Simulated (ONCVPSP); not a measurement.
**What one change does to a pseudopotential (S, ONCV)**

ONCVPSP 4.0.1 input, shortened (lines: element, Z, core and valence counts, functional; n l f; lmax; l rc ep ncon nbas qcut; lloc lpopt rc5 dvloc0; l nproj debl; icmod fcfact rcfact), PBEsol, scalar-relativistic:

```
  S 16.00    3    2  -116133      upf
    1    0    2.00
    2    0    2.00
    2    1    6.00
    3    0    2.00
    3    1    2.50
    2
    0    1.45    0.00    4    8    4.90
    1    1.65    0.00    5    8    4.90
    2    1.50    0.29    4    7    6.60
    4    5    1.05    6.00
    0    1    0.40
    1    2    2.60
    2    3    1.80
    2    0.35    1.00
```

In the d channel the program set the typed energies aside and used 0.050, 1.850, 3.650 Ha.

Change: p: nbas 10.

Cutoffs: the cutoffs (Ha) at which the residual kinetic energy of the hardest occupied pseudo-wave falls to 1 and 0.1 mHa per electron; they do not see the model core or the augmentation charge, which bear on the density cutoff. Errors are all-electron minus pseudo energies relative to the spin-unpolarised reference configuration.

Question: Predict the effect on cutoff, ghosts and configuration errors.

Answer: The potential gets neither clearly harder nor softer (13 Ha and 66 Ha → 13 Ha and 66 Ha); the s channel sets the loose cutoff, while the largest relative change is in p, which becomes softer; the errors of the 4 common tests hardly move; neither file shows a bound ghost.

```csv
quantity,base,changed
"cutoff, loose",13 Ha,13 Ha
"cutoff, tight",66 Ha,66 Ha
loose cutoff by channel,"s 13 Ha, p 8.7 Ha","s 13 Ha, p 6.5 Ha"
bound ghosts,none,none
GHOST(+) flags under 300 eV,none,none
"error for 3s2 3p4, meV [ΔE -21.46 eV]",+10,+9.5
"error for 3s2 3p3, meV [ΔE -9.72 eV]",+2.4,+2.3
"error for 3s2 3p2, meV [ΔE 12.52 eV]",+2.0,+1.8
"error for 3s1 3p5, meV [ΔE -11.18 eV]",+6.1,+5.7
s: phases at 1.47 bohr within 0.05 rad from the reference energy up to (Ha; the scan ends near 5),1.4,1.4
p: phases at 1.67 bohr within 0.05 rad from the reference energy up to (Ha; the scan ends near 5),4.0,4.0
d: phases at 1.52 bohr within 0.05 rad from the reference energy up to (Ha; the scan ends near 5),to the end of the scan,to the end of the scan
"rms error of d²Exc/dni dnj with the model core, mHa",0.58,0.56
```
